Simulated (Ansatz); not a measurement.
Calculated with Ansatz (gas phase, PBE0-D4/def2-TZVP geometries, no zero-point term in ΔE). CCSD(T)/CBS is the MP2 limit (def2-TZVPP, def2-QZVPP) plus CCSD(T) − MP2 in def2-TZVPP, frozen cores. This one scheme is used for every species. DFT in def2-TZVPP. HSE06 is defined as in plane-wave codes. Open shells (•) are unrestricted, without spin–orbit coupling.

Consider the hydrogen abstraction from a C–H bond: `[CH3][Al]([CH3])[F]` + `[SiH3]`• → `[CH2][Al]([CH3])[F]`• + SiH₄.

```json
{"level": "LDA (SPW92)", "ΔE (kJ/mol)": "66.1", "difference from CCSD(T)/CBS": "30.9"}
{"level": "revPBE-D4", "ΔE (kJ/mol)": "47.4", "difference from CCSD(T)/CBS": "12.2"}
{"level": "B97M-V", "ΔE (kJ/mol)": "35.8", "difference from CCSD(T)/CBS": "0.6"}
{"level": "r2SCAN0-D4", "ΔE (kJ/mol)": "35.6", "difference from CCSD(T)/CBS": "0.4"}
{"level": "HSE06-D4", "ΔE (kJ/mol)": "44.7", "difference from CCSD(T)/CBS": "9.5"}
{"level": "ωB97M-V", "ΔE (kJ/mol)": "34.9", "difference from CCSD(T)/CBS": "-0.3"}
{"level": "PBE", "ΔE (kJ/mol)": "50.4", "difference from CCSD(T)/CBS": "15.2"}
{"level": "BLYP", "ΔE (kJ/mol)": "36.9", "difference from CCSD(T)/CBS": "1.7"}
{"level": "r2SCAN0", "ΔE (kJ/mol)": "35.4", "difference from CCSD(T)/CBS": "0.2"}
{"level": "HSE06", "ΔE (kJ/mol)": "44.4", "difference from CCSD(T)/CBS": "9.2"}
{"level": "LC-ωPBE", "ΔE (kJ/mol)": "40.1", "difference from CCSD(T)/CBS": "4.9"}
{"level": "MP2/def2-SVP", "ΔE (kJ/mol)": "47.7", "difference from CCSD(T)/CBS": "12.5"}
{"level": "HF/def2-TZVPP", "ΔE (kJ/mol)": "4.7", "difference from CCSD(T)/CBS": "-30.5"}
{"level": "SCS-MP2/def2-TZVPP", "ΔE (kJ/mol)": "35.2", "difference from CCSD(T)/CBS": "0.0"}
{"level": "CCSD/def2-TZVPP", "ΔE (kJ/mol)": "31.2", "difference from CCSD(T)/CBS": "-4.0"}
{"level": "CCSD/CBS(def2)", "ΔE (kJ/mol)": "31.1", "difference from CCSD(T)/CBS": "-4.1"}
{"level": "CCSD(T)/CBS", "ΔE (kJ/mol)": "35.2", "difference from CCSD(T)/CBS": "0"}
```

Largest T1 diagnostic among the species: 0.015.

In def2-TZVPP, CCSD(T) changes the Hartree–Fock value by +30.6 kJ/mol (the triples alone add +4.1 kJ/mol) and MP2 by +40.5 kJ/mol. At CCSD(T), def2-SVP lies +3.2 kJ/mol from the extrapolated value and def2-TZVPP +0.1 kJ/mol. Leaving LDA and LC-ωPBE aside and taking each functional with its dispersion term where it has one, the values, not all of them listed here, spread over 25.8 kJ/mol, from BHLYP-D4 to PBE-D4. LDA lies +15.7 kJ/mol from PBE without D4.
